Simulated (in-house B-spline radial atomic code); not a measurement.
Radial electron density of Rb5+, [Ar] 3d10 4s2 4p2. Computed with a radial B-spline atomic code at the basis-set limit: Dirac-Hartree-Fock, average of configuration, Fermi nucleus of rms radius 4.2036 fm.

Columns: r (bohr), 4πr²n(r) (electrons per bohr), bar.

```
 0.00174    1.471 #
 0.00212    2.093 ##
 0.00258    2.952 ##
 0.00313    4.112 ###
 0.00381    5.711 #####
 0.00463    7.823 ######
 0.00562    10.56 ########
 0.00683    14.06 ###########
 0.00831    18.39 ###############
  0.0101    23.47 ###################
  0.0123    29.19 #######################
  0.0149    34.93 ############################
  0.0181    40.28 ################################
   0.022    44.36 ###################################
  0.0268    46.34 #####################################
  0.0326    45.77 ####################################
  0.0396    43.11 ##################################
  0.0481    39.85 ################################
  0.0585    38.26 ##############################
  0.0711    40.33 ################################
  0.0864    46.08 #####################################
   0.105     52.7 ##########################################
   0.128    55.53 ############################################
   0.155    51.42 #########################################
   0.189     41.8 #################################
   0.229    33.46 ###########################
   0.279    31.74 #########################
   0.339    36.06 #############################
   0.412    39.34 ###############################
     0.5    35.61 ############################
   0.608    25.52 ####################
   0.739    14.86 ############
   0.898    8.137 ######
    1.09    5.426 ####
    1.33    4.206 ###
    1.61    2.875 ##
    1.96    1.415 #
    2.38   0.4716 
     2.9  0.09529 
    3.52  0.01141 
    4.28 0.0006903 
     5.2 1.904e-05
```

On this grid the curve has 3 maxima, near 0.0268, 0.128, 0.412 bohr.

The 4p3/2 radial function P(r) = rR(r), positive near the nucleus, with its small component Q(r) (sign convention: Q ≈ (P' + κP/r)/2c):

```json
{"r (bohr)": "0.00212", "P": "0.0009485", "Q": "-6.433e-05"}
{"r (bohr)": "0.00313", "P": "0.002015", "Q": "-0.0001367"}
{"r (bohr)": "0.00463", "P": "0.004257", "Q": "-0.0002888"}
{"r (bohr)": "0.00683", "P": "0.008831", "Q": "-0.0005993"}
{"r (bohr)": "0.0101", "P": "0.01805", "Q": "-0.001225"}
{"r (bohr)": "0.0149", "P": "0.03567", "Q": "-0.002425"}
{"r (bohr)": "0.022", "P": "0.06767", "Q": "-0.004615"}
{"r (bohr)": "0.0326", "P": "0.121", "Q": "-0.00832"}
{"r (bohr)": "0.0481", "P": "0.195", "Q": "-0.01368"}
{"r (bohr)": "0.0711", "P": "0.2693", "Q": "-0.01987"}
{"r (bohr)": "0.105", "P": "0.2817", "Q": "-0.02384"}
{"r (bohr)": "0.155", "P": "0.1418", "Q": "-0.02092"}
{"r (bohr)": "0.229", "P": "-0.1704", "Q": "-0.008933"}
{"r (bohr)": "0.339", "P": "-0.4491", "Q": "0.006013"}
{"r (bohr)": "0.5", "P": "-0.3312", "Q": "0.01206"}
{"r (bohr)": "0.739", "P": "0.2578", "Q": "0.006362"}
{"r (bohr)": "1.09", "P": "0.8476", "Q": "-0.002536"}
{"r (bohr)": "1.61", "P": "0.8609", "Q": "-0.005764"}
{"r (bohr)": "2.38", "P": "0.3952", "Q": "-0.003097"}
{"r (bohr)": "3.52", "P": "0.06836", "Q": "-0.0005686"}
{"r (bohr)": "5.2", "P": "0.003035", "Q": "-2.596e-05"}
```
